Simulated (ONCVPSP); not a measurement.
Logarithmic derivatives: B (Z = 5), ONCV

boron, optimised norm-conserving Vanderbilt (ONCV), made with ONCVPSP 4.0.1 (PBE, scalar-relativistic). Core [He], reference 2s1.5 2p1.5. Waves: 2s: rc 1.10 bohr, ncon 3, nbas 6, qcut 7.3 1/bohr, 2 projectors, debl 0.5 Ha; 2p: rc 3.05 bohr, ncon 3, nbas 7, qcut 5.3 1/bohr, 2 projectors, debl 3 Ha. Local part: polynomial inside 1.10 bohr (lpopt 2, dvloc0 0 Ha). Core correction: polynomial model core, fcfact 0.25.

The phase is arctan(r·R′/R) of the radial function R(r), unwrapped; energies in Ha, scanned from -2 to 5 Ha. A pole is an energy at which the radial function vanishes at the test radius. The pseudo phase is shifted by a multiple of π to meet the all-electron one at the reference energy, and phase errors are pseudo minus all-electron; the curves can meet again beyond the range given. Levels narrower than the energy grid can be missing from the lists of poles.

Q: For each channel, where are the poles, and over which energies does the pseudopotential scatter like the atom?

A:

```tsv
channel	radius (bohr)	reference energy (Ha)	poles, all-electron	poles, pseudo	unbroken range about the reference energy with phases within 0.05 rad	phase error 1 Ha above the reference energy (rad)
s	1.12	-0.36	none	none	the whole range	-0.000
p	3.09	-0.14	0.02, 1.66, 4.40	0.02, 1.72, 4.60	below 0.4	+0.076
```

Note: ghosts flagged at negative energy: s at -109.8 eV; no localised positive-energy state flagged. A true bound ghost makes a file unfit for plane-wave use.

Phases in the s channel:

| E (Ha) | all-electron | pseudo |
| --- | --- | --- |
| -1.98 | 0.692 | 0.695 |
| -1.62 | 0.554 | 0.555 |
| -1.26 | 0.377 | 0.378 |
| -0.90 | 0.159 | 0.160 |
| -0.54 | -0.090 | -0.091 |
| -0.18 | -0.347 | -0.347 |
| 0.18 | -0.579 | -0.579 |
| 0.54 | -0.772 | -0.772 |
| 0.90 | -0.924 | -0.925 |
| 1.26 | -1.044 | -1.044 |
| 1.62 | -1.137 | -1.137 |
| 1.98 | -1.212 | -1.211 |
| 2.34 | -1.273 | -1.271 |
| 2.70 | -1.323 | -1.321 |
| 3.06 | -1.365 | -1.363 |
| 3.42 | -1.402 | -1.399 |
| 3.78 | -1.434 | -1.430 |
| 4.14 | -1.462 | -1.457 |
| 4.50 | -1.488 | -1.482 |
| 4.86 | -1.511 | -1.504 |
